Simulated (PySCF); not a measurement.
C2H6ClFGe, SMILES [CH3][Ge]([CH3])([F])[Cl] (PBE0/def2-SVP optimised geometry):

```
11

C     -1.079    -1.489     1.375
Ge    -0.148    -0.505     0.000
C      1.781    -0.505     0.000
F     -0.659    -1.162    -1.532
Cl    -0.852     1.538     0.000
H     -2.162    -1.428     1.199
H     -0.852    -1.066     2.363
H     -0.770    -2.544     1.354
H      2.147     0.055    -0.871
H      2.162    -0.031     0.916
H      2.155    -1.538    -0.055
```

Method: PBE0/def2-TZVP run with PySCF.

Task: What are the frontier orbital energies and the dipole moment?

Result: HOMO-2 -9.68 eV, HOMO-1 -9.07 eV, HOMO -8.62 eV, LUMO 0.41 eV, LUMO+1 0.98 eV; dipole moment 3.29 D.

Meta-Löwdin charges at PBE0/def2-TZVP: C1 -0.58, Ge2 1.15, C3 -0.58, F4 -0.52, Cl5 -0.33, H6 0.15, H7 0.14, H8 0.14, H9 0.15, H10 0.14, H11 0.14.
